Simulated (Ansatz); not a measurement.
`C=CS` and `C=[CH][InH2]` differ in one atom or group.

Ansatz, PBE0-D4/def2-TZVP geometries, multiplicity 1. Each molecule was computed in one conformer, which needn't be the lowest.

Elements past krypton have def2 core potentials.

```
                                        property  `C=CS`
              LUMO energy (PBE0/def2-TZVPP) / eV    0.04
            HOMO–LUMO gap (PBE0/def2-TZVPP) / eV    6.55
  size of the dipole moment (PBE/def2-TZVPP) / D    1.11
              HOMO energy (PBE0/def2-TZVPP) / eV   -6.52
size of the dipole moment (B3LYP/def2-TZVPP) / D    1.12
           HOMO energy (ωB97M-V/def2-TZVPP) / eV   -8.64
```

(1) What does the change do to each property? (Best estimate.)

Answers

(1) The calculation gave: 
| property | `C=[CH][InH2]` | shift |
| --- | --- | --- |
| LUMO energy (PBE0/def2-TZVPP) / eV | -1.77 | -1.81 |
| HOMO–LUMO gap (PBE0/def2-TZVPP) / eV | 5.82 | -0.73 |
| size of the dipole moment (PBE/def2-TZVPP) / D | 0.73 | -0.38 |
| HOMO energy (PBE0/def2-TZVPP) / eV | -7.59 | -1.07 |
| size of the dipole moment (B3LYP/def2-TZVPP) / D | 0.67 | -0.45 |
| HOMO energy (ωB97M-V/def2-TZVPP) / eV | -9.77 | -1.13 |

With PBE0 the HOMO falls by 1.07 eV and the LUMO falls by 1.81 eV, so the gap narrows by about 0.74 eV. PBE moves the HOMO by -0.97 eV and ωB97M-V by -1.13 eV. Dipoles are sizes alone; their direction can turn.

B3LYP here is the variant with VWN-RPA as its local correlation; programs differ in this.
